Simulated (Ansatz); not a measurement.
Cartesian coordinates (Å):
SMILES: N#C[SiH]=C
```xyz
7

C     -0.7421    -1.0556     0.3975
Si    -0.2754     0.5217    -0.0056
C      1.4265     0.8647    -0.5687
N      2.4951     1.1083    -0.9272
H     -1.7461    -1.2848     0.7340
H     -0.0533    -1.8889     0.3327
H     -1.1047     1.7346     0.0372
```
Charge 0, multiplicity 1.

These are frozen-core CCSD(T)/def2-TZVPP // PBE0-D3(BJ)/def2-TZVP (Ansatz, a first-principles code) values and carry that method's errors. The restricted HF reference is unstable towards unrestricted orbitals.

* **HF energy**: -420.86322 Ha
* **MP2 correlation energy**: -0.61626 Ha

Problem. Estimate the CCSD correlation energy, the (T) correction, the total energy and the T1 diagnostic.

Solution. 
The CCSD correlation energy is -0.63828 Ha. The (T) correction is -0.03395 Ha and the CCSD(T) total energy comes out as -421.53544 Ha. The T1 diagnostic comes out as 0.015.
